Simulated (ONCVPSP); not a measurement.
**Pseudopotential generation for Zr (Z = 40): ONCV, PBE, scalar-relativistic.**

ONCVPSP 4.0.1 was run on this input:

```
# ATOM AND REFERENCE CONFIGURATION
# atsym  z   nc   nv     iexc    psfile
  Zr 40.00    6    5        4      upf
#
#   n    l    f
    1    0    2.00
    2    0    2.00
    2    1    6.00
    3    0    2.00
    3    1    6.00
    3    2   10.00
    4    0    2.00
    4    1    6.00
    4    2    2.00
    5    0    1.50
    5    1    0.50
#
# PSEUDOPOTENTIAL AND OPTIMIZATION
# lmax
    2
#
#   l,   rc,      ep,       ncon, nbas, qcut
    0    2.05    0.00    4    7    5.20
    1    2.10    0.00    4    7    7.30
    2    2.85    0.00    4    9    5.80
#
# LOCAL POTENTIAL
# lloc, lpopt,  rc(5),   dvloc0
    4    3    1.85    3.00
#
# VANDERBILT-KLEINMAN-BYLANDER PROJECTORs
# l, nproj, debl
    0    2    3.50
    1    2    0.40
    2    2    1.10
#
# MODEL CORE CHARGE
# icmod, fcfact, rcfact
    3    4.75    1.30
#
# LOG DERIVATIVE ANALYSIS
# epsh1, epsh2, depsh
   -4.00    5.00    0.02
#
# OUTPUT GRID
# rlmax, drl
    6.00    0.01
#
# TEST CONFIGURATIONS
# ncnf
    4
# nvcnf
#   n    l    f
    5
    4    0    2.00
    4    1    6.00
    4    2    2.00
    5    0    2.00
    5    1    0.00
#
    5
    4    0    2.00
    4    1    6.00
    4    2    2.00
    5    0    1.00
    5    1    0.00
#
    5
    4    0    2.00
    4    1    6.00
    4    2    2.00
    5    0    0.00
    5    1    0.00
#
    5
    4    0    2.00
    4    1    6.00
    4    2    3.00
    5    0    1.00
    5    1    0.00
#
```

Command:

```bash
oncvpsp.x < Zr.dat > Zr.out
```

Output (shortened: citation, most of the input echo, consistency checks and plot data are left out):

```
ONCVPSP  (Optimized Norm-Conservinng Vanderbilt PSeudopotential)
scalar-relativistic version 4.0.1

#   n    l    f        energy (Ha)
    1    0    2.00    -6.5508536E+02
    2    0    2.00    -9.0788189E+01
    2    1    6.00    -8.0961815E+01
    3    0    2.00    -1.4898286E+01
    3    1    6.00    -1.1696936E+01
    3    2   10.00    -6.4435724E+00
    4    0    2.00    -2.0263048E+00
    4    1    6.00    -1.2161585E+00
    4    2    2.00    -1.5219796E-01
    5    0    1.50    -1.7693131E-01
    5    1    0.50    -6.5112266E-02

Reference configufation results
  iterations    25
  all-electron total energy (Ha)   -3.59847576D+03

Begin loop to  construct optimized pseudo wave functions
and semi-local pseudopoentials for all angular momenta

Calculating optimized projector #   1

 for l=   0

    Fraction of norm inside rc  0.961101
    Optimizing pswf for qcut=   5.21 a_B^-1,  ecut=  13.56 Ha
    Residual kinetic energy error=  3.57D-05 Ha

    Energy error per electron        Cutoff
         Ha          eV             Ha
         0.01000     0.27211        4.15
         0.00100     0.02721        9.93
         0.00010     0.00272       12.38
         0.00001     0.00027       26.04

Calculating optimized projector #   2

 for l=   0

    Fraction of norm inside rc  0.072204
    Optimizing pswf for qcut=   5.21 a_B^-1,  ecut=  13.56 Ha
    Residual kinetic energy error=  5.46D-05 Ha

    Energy error per electron        Cutoff
         Ha          eV             Ha
         0.01000     0.27211        3.09
         0.00100     0.02721        9.39
         0.00010     0.00272       12.79
         0.00001     0.00027       28.81

Calculating optimized projector #   1

 for l=   1

    Fraction of norm inside rc  0.917119
    Optimizing pswf for qcut=   7.31 a_B^-1,  ecut=  26.71 Ha
    Residual kinetic energy error=  3.77D-08 Ha

    Energy error per electron        Cutoff
         Ha          eV             Ha
         0.01000     0.27211        7.65
         0.00100     0.02721        9.91
         0.00010     0.00272       11.70
         0.00001     0.00027       16.24

Calculating optimized projector #   2

 for l=   1

    Fraction of norm inside rc  0.030346
    Optimizing pswf for qcut=   7.31 a_B^-1,  ecut=  26.71 Ha
    Residual kinetic energy error=  1.59D-08 Ha

    Energy error per electron        Cutoff
         Ha          eV             Ha
         0.01000     0.27211        4.97
         0.00100     0.02721        7.59
         0.00010     0.00272        9.73
         0.00001     0.00027       16.17

   Wellstate for l =  2  n =  6
     eigenvalue =   0.9478
     asymptotic potential =   1.4478
     half-point radius =  5.9100

Calculating optimized projector #   1

 for l=   2

    Fraction of norm inside rc  0.762799
    Optimizing pswf for qcut=   5.80 a_B^-1,  ecut=  16.81 Ha
    Residual kinetic energy error=  6.58D-08 Ha

    Energy error per electron        Cutoff
         Ha          eV             Ha
         0.01000     0.27211        8.17
         0.00100     0.02721       10.62
         0.00010     0.00272       12.60
         0.00001     0.00027       14.03

Calculating optimized projector #   2

 for l=   2

    Fraction of norm inside rc  0.191742
    Optimizing pswf for qcut=   5.80 a_B^-1,  ecut=  16.81 Ha
    Residual kinetic energy error=  7.17D-07 Ha

    Energy error per electron        Cutoff
         Ha          eV             Ha
         0.01000     0.27211        8.76
         0.00100     0.02721       11.44
         0.00010     0.00272       13.46
         0.00001     0.00027       15.24

Construct Vanderbilt / Kleinmman-Bylander projectors

B matrix Hermiticity error, ll=   0
   1   2    1.3750E-04

  Orthonormal projector coefficients -1.6925E+00  1.3874E+00

B matrix Hermiticity error, ll=   1
   1   2    5.3412E-05

  Orthonormal projector coefficients -2.4294E+00 -3.6106E-01

B matrix Hermiticity error, ll=   2
   1   2   -5.3369E-05

  Orthonormal projector coefficients -2.5425E+00 -4.2765E-01

Model core correction analysis
  based on d2Exc/dn_idn_j

d2excae - all-electron derivatives

   -3.422336D-02   -3.026853D-02   -1.420202D-02   -2.128873D-03
   -1.076224D-03
   -3.026871D-02   -2.886499D-02   -1.666729D-02   -2.837486D-03
   -1.095530D-03
   -1.420203D-02   -1.666728D-02   -1.957495D-02   -1.304164D-02
   -6.884239D-03
   -2.128518D-03   -2.836751D-03   -1.303867D-02   -2.618803D-02
   -2.092965D-02
   -1.076199D-03   -1.095288D-03   -6.879522D-03   -2.092524D-02
   -2.573024D-02

d2excps - pseudofunction derivatives with no core correction

   -4.352124D-02   -3.317816D-02   -1.356316D-02   -3.197361D-03
   -1.326995D-03
   -3.317871D-02   -3.132528D-02   -1.690899D-02   -3.180546D-03
   -1.280028D-03
   -1.356302D-02   -1.690886D-02   -2.057871D-02   -1.302012D-02
   -6.867087D-03
   -3.197988D-03   -3.179875D-03   -1.301720D-02   -2.625878D-02
   -2.094064D-02
   -1.327029D-03   -1.279808D-03   -6.862379D-03   -2.093621D-02
   -2.573741D-02

rms 2nd derivative error    2.136352E-03

rmatch, rhocmatch    0.8344    7.7667

Teter function model core charge with specified parameters

d2excps - pseudofunction derivatives with core correction

   -3.107195D-02   -2.799835D-02   -1.302862D-02   -2.033640D-03
   -1.004106D-03
   -2.799824D-02   -2.846740D-02   -1.671121D-02   -2.699329D-03
   -1.091938D-03
   -1.302845D-02   -1.671111D-02   -2.069930D-02   -1.294942D-02
   -6.841676D-03
   -2.033274D-03   -2.698612D-03   -1.294650D-02   -2.615208D-02
   -2.091239D-02
   -1.004067D-03   -1.091702D-03   -6.836969D-03   -2.090796D-02
   -2.572611D-02

rms 2nd derivative error    9.901435E-04

Pseudoatom total energy  -47.395846

Diagnostic tests using Vanderbilt-Kleinman-Bylander pseudopotentials
  1 or more projectors used as specified by nproj input data

   l    rcore       rmatch      e in        delta e   norm test  slope test

   0   2.0589950   2.1215106  -2.0263048   0.0000017   1.0001274   1.0001186
   0   2.0589950   2.1215106  -0.1769313   0.0000016   1.0000216   1.0000171

   1   2.1088574   2.1728869  -1.2161585  -0.0000017   1.0001047   1.0001064
   1   2.1088574   2.1728869  -0.0651123   0.0000012   1.0000264   1.0000242

   2   2.8611738   2.9480452  -0.1521980  -0.0000003   1.0000371   1.0000398
   2   2.8611738   2.9480452   0.9478020   0.0000084   1.0000750   1.0000750

 Testing for bound ghosts
   n   l    E NL Schr. Eq   E Basis Diag.   E Cutoff

   1   0       -2.026303       -2.026302     44.97
   2   0       -0.176930       -0.147752     44.97

   2   1       -1.216160       -1.216156     50.35
   3   1       -0.065111        0.004859     50.35

   3   2       -0.152198       -0.151851     54.17

 Testing for highly-localized positive-energy ghosts
       l    <radius>/rc     E Basis Diag.   E Cutoff

Test configuration 0

   n   l     f        eae           eps        diff
   1   0  2.0000 -655.08535849
   2   0  2.0000  -90.78818873
   2   1  6.0000  -80.96181515
   3   0  2.0000  -14.89828590
   3   1  6.0000  -11.69693592
   3   2 10.0000   -6.44357239
   4   0  2.0000   -2.02630483   -2.02630317    1.67D-06
   4   1  6.0000   -1.21615851   -1.21616021   -1.70D-06
   4   2  2.0000   -0.15219796   -0.15219828   -3.22D-07
   5   0  1.5000   -0.17693131   -0.17692971    1.60D-06
   5   1  0.5000   -0.06511227   -0.06511105    1.22D-06

    Total energies and differences
      AE_ref= -3.59847576D+03  AE_tst= -3.59847576D+03  dif=  0.00D+00
      PS_ref= -4.73958462D+01  PS_tst= -4.73958462D+01  dif= -2.77D-13
      PSP excitation error=  2.77D-13

Test configuration 1

   n   l     f        eae           eps        diff
   1   0  2.0000 -655.06182565
   2   0  2.0000  -90.76510844
   2   1  6.0000  -80.93873135
   3   0  2.0000  -14.87504184
   3   1  6.0000  -11.67370344
   3   2 10.0000   -6.42038136
   4   0  2.0000   -2.00302059   -2.00253789    4.83D-04
   4   1  6.0000   -1.19294487   -1.19277364    1.71D-04
   4   2  2.0000   -0.13226204   -0.13227642   -1.44D-05
   5   0  2.0000   -0.16314901   -0.16312866    2.04D-05

    Total energies and differences
      AE_ref= -3.59847576D+03  AE_tst= -3.59853098D+03  dif= -5.52D-02
      PS_ref= -4.73958462D+01  PS_tst= -4.74510650D+01  dif= -5.52D-02
      PSP excitation error= -2.95D-07

Test configuration 2

   n   l     f        eae           eps        diff
   1   0  2.0000 -655.30965741
   2   0  2.0000  -91.01055422
   2   1  6.0000  -81.18433961
   3   0  2.0000  -15.12067150
   3   1  6.0000  -11.91930684
   3   2 10.0000   -6.66581313
   4   0  2.0000   -2.24831199   -2.24935426   -1.04D-03
   4   1  6.0000   -1.43842228   -1.43890094   -4.79D-04
   4   2  2.0000   -0.36685036   -0.36694137   -9.10D-05
   5   0  1.0000   -0.36546398   -0.36551676   -5.28D-05

    Total energies and differences
      AE_ref= -3.59847576D+03  AE_tst= -3.59826868D+03  dif=  2.07D-01
      PS_ref= -4.73958462D+01  PS_tst= -4.71887290D+01  dif=  2.07D-01
      PSP excitation error= -4.06D-05

Test configuration 3

   n   l     f        eae           eps        diff
   1   0  2.0000 -655.60251622
   2   0  2.0000  -91.30033187
   2   1  6.0000  -81.47432123
   3   0  2.0000  -15.41027674
   3   1  6.0000  -12.20886567
   3   2 10.0000   -6.95516886
   4   0  2.0000   -2.53524430   -2.53859732   -3.35D-03
   4   1  6.0000   -1.72426830   -1.72579609   -1.53D-03
   4   2  2.0000   -0.63575278   -0.63600708   -2.54D-04

    Total energies and differences
      AE_ref= -3.59847576D+03  AE_tst= -3.59779313D+03  dif=  6.83D-01
      PS_ref= -4.73958462D+01  PS_tst= -4.67129222D+01  dif=  6.83D-01
      PSP excitation error= -2.98D-04

Test configuration 4

   n   l     f        eae           eps        diff
   1   0  2.0000 -654.98563313
   2   0  2.0000  -90.68225875
   2   1  6.0000  -80.85637622
   3   0  2.0000  -14.79357508
   3   1  6.0000  -11.59219833
   3   2 10.0000   -6.33835952
   4   0  2.0000   -1.92644825   -1.92933132   -2.88D-03
   4   1  6.0000   -1.12126684   -1.12246663   -1.20D-03
   4   2  3.0000   -0.08576146   -0.08592482   -1.63D-04
   5   0  1.0000   -0.14121299   -0.14105194    1.61D-04

    Total energies and differences
      AE_ref= -3.59847576D+03  AE_tst= -3.59848706D+03  dif= -1.13D-02
      PS_ref= -4.73958462D+01  PS_tst= -4.74073046D+01  dif= -1.15D-02
      PSP excitation error=  1.55D-04
```

The run took about 4.2 s on one core of a shared server CPU.
